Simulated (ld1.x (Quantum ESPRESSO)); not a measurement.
Cd (Z = 48) RRKJ: all-electron and pseudo phase curves

cadmium (Cd), norm-conserving RRKJ (Kleinman–Bylander form), made with ld1.x (Quantum ESPRESSO) 7.5 (PBEsol, scalar-relativistic). Core [Ar] 3d10, reference 4s2 4p6 4d10 5s2 5p0. Waves: 4s (bound): rc 1.00 bohr; 4p (bound): rc 0.85 bohr; 4d (bound): rc 1.15 bohr. Local part: the d channel. Core correction: a·sin(br)/r model core, default radius (core density twice the valence density). rho0 = 0.005.

Occupied shells without a wave of their own: 5s. They enter only through the test configuration that unscreens the potential, and ld1.x also counts them in the model core charge.

The phase is arctan(r·u′/u) with u = r·R(r), unwrapped; energies in Ry, scanned from -10 to 5 Ry. A pole is an energy at which the radial function vanishes at the test radius. The pseudo phase is shifted by a multiple of π to meet the all-electron one at the reference energy, and phase errors are pseudo minus all-electron; the curves can meet again beyond the range given. Levels narrower than the energy grid can be missing from the lists of poles.

Task: For each channel, where are the poles, and over which energies does the pseudopotential scatter like the atom?

Result:

```csv
channel,radius (bohr),reference energy (Ry),"poles, all-electron","poles, pseudo",unbroken range about the reference energy with phases within 0.05 rad,phase error 1 Ry above the reference energy (rad)
s,1.25,-7.78,-4.70,-4.70,the whole range,+0.000
p,1.25,-4.92,-0.95,-0.96,the whole range,-0.000
d,1.25,-0.86,4.78,4.73,the whole range,-0.000
```

ld1.x takes every shell without a wave as core, so the model core holds the 5s electrons as well and exchange and correlation see them twice. This cancels in the reference configuration, but the file is broken for other ones, and its errors say nothing about a proper core correction.

Phases in the s channel:

```
E (Ry)  all-electron  pseudo
-10.00         0.452   0.452
 -9.76         0.272   0.272
 -9.52         0.055   0.055
 -9.28        -0.186  -0.186
 -9.04        -0.427  -0.427
 -8.80        -0.642  -0.642
 -8.56        -0.820  -0.821
 -8.32        -0.962  -0.962
 -8.08        -1.074  -1.074
 -7.84        -1.162  -1.162
 -7.60        -1.233  -1.233
 -7.36        -1.290  -1.290
 -7.12        -1.338  -1.338
 -6.88        -1.377  -1.377
 -6.64        -1.411  -1.411
 -6.40        -1.440  -1.440
 -6.16        -1.466  -1.466
 -5.92        -1.488  -1.488
 -5.68        -1.508  -1.508
 -5.44        -1.526  -1.525
 -5.20        -1.542  -1.542
 -4.96        -1.556  -1.556
 -4.72        -1.570  -1.569
 -4.48        -1.582  -1.582
 -4.24        -1.593  -1.593
 -4.00        -1.604  -1.604
 -3.76        -1.614  -1.614
 -3.52        -1.624  -1.624
 -3.28        -1.633  -1.633
 -3.04        -1.641  -1.641
 -2.80        -1.650  -1.649
 -2.56        -1.658  -1.657
 -2.32        -1.665  -1.665
 -2.08        -1.673  -1.672
 -1.84        -1.680  -1.679
 -1.60        -1.687  -1.687
 -1.36        -1.694  -1.693
 -1.12        -1.701  -1.700
 -0.88        -1.707  -1.707
 -0.64        -1.714  -1.714
 -0.40        -1.720  -1.720
 -0.16        -1.727  -1.727
  0.08        -1.734  -1.733
  0.32        -1.740  -1.740
  0.56        -1.747  -1.746
  0.80        -1.754  -1.753
  1.04        -1.760  -1.760
  1.28        -1.767  -1.767
  1.52        -1.774  -1.774
  1.76        -1.781  -1.781
  2.00        -1.789  -1.788
  2.24        -1.796  -1.796
  2.48        -1.804  -1.803
  2.72        -1.812  -1.811
  2.96        -1.820  -1.819
  3.20        -1.828  -1.828
  3.44        -1.837  -1.836
  3.68        -1.846  -1.845
  3.92        -1.856  -1.855
  4.16        -1.866  -1.865
  4.40        -1.876  -1.875
  4.64        -1.887  -1.887
  4.88        -1.899  -1.898
```
